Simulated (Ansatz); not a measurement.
Consider the ligand exchange at the Al–N bond: `[SiH3][N]([SiH3])[AlH][Cl]` + HCl → `[Cl][AlH][Cl]` + `[SiH3]N[SiH3]`.

Isolated molecules relaxed with PBE0-D4/def2-TZVP in Ansatz; ΔE leaves out vibrations. CCSD(T)/CBS adds triple-zeta CCSD(T) − MP2 to the extrapolated MP2 energy (def2 sets, frozen cores). This one scheme is used for every species. Functionals use def2-TZVPP. HSE06 is defined as in plane-wave codes. One conformer a species, not always the lowest.

```
              level  ΔE (eV)
             PBE-D4    -0.56
         r2SCANh-D4    -0.60
           HSE06-D4    -0.59
 RPA@PBE/def2-TZVPP    -0.48
 CCSD(T)/def2-TZVPP    -0.52
     MP2/def2-QZVPP    -0.55
CCSD(T)/cc-pV(T+d)Z    -0.51
    CCSD(T)/CBS(cc)    -0.56
```

(1) What does CCSD(T)/CBS give? (An estimate is asked.)

Largest T1 diagnostic among the species: 0.011.

Results:

(1) The calculation gave: -0.56 eV. The listed levels differ from it by 0.00, -0.04, -0.03, 0.08, 0.04, 0.01, 0.05, 0.00 eV.

Leaving LDA and LC-ωPBE aside and taking each functional with its dispersion term where it has one, the values, not all of them listed here, spread over 0.09 eV, from B2PLYP to revPBE-D4. LDA lies +0.13 eV from PBE without D4. In def2-TZVPP, CCSD(T) changes the Hartree–Fock value by +0.28 eV (the triples alone add +0.04 eV) and MP2 by +0.27 eV.
